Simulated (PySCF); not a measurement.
PySCF 2.14 output of an unrestricted PBE calculation on a single atom or ion in x2c-QZVPPall (11s7p5d3f2g, 96 functions), with scalar relativity by spin-free X2C-1e:

```
SCF conv_tol = 1e-09
number electrons alpha = 13  beta = 9
    J. P. Perdew, K. Burke, and M. Ernzerhof.,  Phys. Rev. Lett. 77, 3865 (1996)
    J. P. Perdew, K. Burke, and M. Ernzerhof.,  Phys. Rev. Lett. 78, 1396 (1997)
    J. P. Perdew, K. Burke, and M. Ernzerhof.,  Phys. Rev. Lett. 77, 3865 (1996)
    J. P. Perdew, K. Burke, and M. Ernzerhof.,  Phys. Rev. Lett. 78, 1396 (1997)
cycle= 1 E= -948.562111845834  delta_E= -0.0142  |g|= 0.0204  |ddm|= 0.174
cycle= 2 E= -948.562140692881  delta_E= -2.88e-05  |g|= 0.0219  |ddm|= 0.0471
cycle= 3 E= -948.562276687024  delta_E= -0.000136  |g|= 0.00119  |ddm|= 0.0151
cycle= 4 E= -948.56227686604  delta_E= -1.79e-07  |g|= 0.000278  |ddm|= 0.00165
cycle= 5 E= -948.562276891188  delta_E= -2.51e-08  |g|= 2.1e-05  |ddm|= 0.000471
cycle= 6 E= -948.562276891345  delta_E= -1.57e-10  |g|= 1.48e-06  |ddm|= 2.8e-05
converged SCF energy = -948.562276891345  <S^2> = 6.00038  2S+1 = 5.000152
```

The run itself started from symmetry-adapted Hartree-Fock orbitals and held the occupation by maximum overlap, on a logarithmic radial grid, so the iterations belong to that start.

**Question.** Which element, charge and spin multiplicity is this?

**Answer.** V⁺ (vanadium, charge +1), multiplicity 5; the state was [Ar] 3d3 4p1, one real determinant (an excited configuration).

⟨L²⟩ = 14.00 against 20 for a pure G term, so this real determinant mixes terms.
